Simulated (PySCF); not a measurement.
## Polarisability and C₆ of Hf (hafnium, neutral)

[Xe] 4f14 5d2 6s2, high-spin 3F determinant. Computed with PySCF 2.14 in aug-cc-pwCVDZ-PP with ECP60MDF (6s6p5d3f, 70 functions), with a scalar-relativistic core potential. Coupled (time-dependent) response in atomic units; α is the mean over directions. A double-zeta set is small for polarisabilities.

| method | mean α (bohr³) | C₆ (like pair) | S(−4) |
| --- | --- | --- | --- |
| CAM-B3LYP | 100.5 | 1330 | 4798 |
| M06-L | 103.4 | 1427 | 4680 |

S(−4) is the Cauchy moment in α(ω) = α(0) + S(−4) ω² + …

Reference α: 103 ± 6 bohr³ (recommended; Schwerdtfeger and Nagle, table of static dipole polarizabilities (2023 update)). Published C₆: 1040 (Gould and Bucko (2016)).

Spin-orbit coupling is absent.

α(iu) at CAM-B3LYP:

```csv
u (hartree),α(iu) (bohr³)
0,100.5
0.0500,90.56
0.100,72.13
0.200,43.03
0.300,27.70
0.500,14.60
0.750,8.565
1.00,5.840
1.50,3.342
2.00,2.188
3.00,1.142
5.00,0.4638
```

Energies and moments cover only the electrons outside the core potential. Spin-orbit coupling, absent here, splits the open shell strongly.
